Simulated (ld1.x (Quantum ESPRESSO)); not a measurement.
## What one change does to a pseudopotential (chlorine (Cl), TM)

chlorine, norm-conserving Troullier–Martins (Kleinman–Bylander form), made with ld1.x (Quantum ESPRESSO) 7.5 (LDA (PZ), scalar-relativistic). Core [Ne], reference 3s1 3p6. Waves: 3s (bound): rc 1.35 bohr; 3p (bound): rc 1.05 bohr; 3d channel at 0.35 Ry: rc 1.35 bohr. Local part: the d channel. Core correction: none.

Change: wave 3s (bound): rc 1.35 bohr becomes 3s (bound): rc 1.68 bohr.

Cutoffs: the cutoffs (Ry, on a coarse ladder) from which the occupation-weighted sum of valence levels, in a spherical-Bessel basis at the reference potential, stays within 10 and 1 mRy of its value at 400 Ry; they do not see the model core or the augmentation charge, which bear on the density cutoff. Errors are all-electron minus pseudo energies relative to the spin-unpolarised reference configuration.

Q: How do hardness, ghosts and transferability respond?

A: The potential gets neither clearly harder nor softer (100 Ry and 200 Ry → 100 Ry and 200 Ry); the p channel sets the loose cutoff, while the largest relative change is in s, which becomes softer; of the 9 tests that both files solve, the error grows in 2 and shrinks in 4 by more than 15 % and 0.3 meV (median size 7.2 → 8.0 meV); neither file shows a bound ghost.

| quantity | base | changed |
| --- | --- | --- |
| cutoff, loose | 100 Ry | 100 Ry |
| cutoff, tight | 200 Ry | 200 Ry |
| loose cutoff by channel (10 mRy a level) | s 30 Ry, p 80 Ry | s 21 Ry, p 80 Ry |
| bound ghosts | none | none |
| error for 3s2 3p5, meV [ΔE -12.05 eV] | +5.5 | +0.3 |
| error for 3s2 3p4, meV [ΔE 1.92 eV] | +6.0 | +5.9 |
| error for 3s2 3p3, meV [ΔE 27.45 eV] | +36 | +54 |
| error for 3s2 3p2, meV [ΔE 65.85 eV] | +136 | +200 |
| error for 3s1 3p5, meV [ΔE 14.52 eV] | +7.0 | +8.0 |
| error for 3s2 3p4.5, meV [ΔE -6.41 eV] | +3.8 | +0.2 |
| error for 3s2 3p5.3, meV [ΔE -14.22 eV] | +7.2 | +1.7 |
| error for 3s1 3p6 (spin-polarised), meV [ΔE -0.27 eV] | +41 | +40 |
| error for 3s2 3p5 (spin-polarised), meV [ΔE -12.23 eV] | +22 | +17 |
